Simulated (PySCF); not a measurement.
## As³⁺ (arsenic, charge +3) across methods

[Ar] 3d10 4s2, closed-shell 1S. Calculation: PySCF 2.14, in aug-cc-pV5Z-PP with ECP10MDF (8s7p6d4f3g2h, 136 functions); scalar relativity through the core potential. The B2PLYP total includes its PT2 part (frozen core); its orbital energies are those of the SCF part.

| method | E (hartree) | mean ε 3p (eV) | mean ε 3d (eV) | mean ε 4s (eV) | Σ⟨r²⟩ (bohr²) | ⟨S²⟩ |
| --- | --- | --- | --- | --- | --- | --- |
| UHF | -329.19461 | -197.84 | -90.993 | -48.087 | 16.10 | 0.000 |
| wB97M-V | -330.1696 | -178.38 | -81.720 | -48.065 | 15.99 | 0.000 |
| r2SCAN | -330.2099 | -172.18 | -76.056 | -44.721 | 15.94 | 0.000 |
| B2PLYP | -329.9727 | -183.84 | -83.907 | -46.648 | 16.02 | 0.000 |
| LDA | -329.8265 | -167.51 | -75.608 | -44.797 | 15.95 | 0.000 |
| PBE0 | -330.3141 | -175.46 | -79.655 | -45.493 | 15.97 | 0.000 |
| PW91 | -330.4669 | -167.72 | -75.573 | -44.456 | 15.96 | 0.000 |

**Question.** Estimate the same row for PBE.

**Answer.** E (hartree) = -330.3536; mean ε 3p (eV) = -167.59; mean ε 3d (eV) = -75.437; mean ε 4s (eV) = -44.314; Σ⟨r²⟩ (bohr²) = 15.97; ⟨S²⟩ = 0.000.

Energies and moments cover only the electrons outside the core potential.
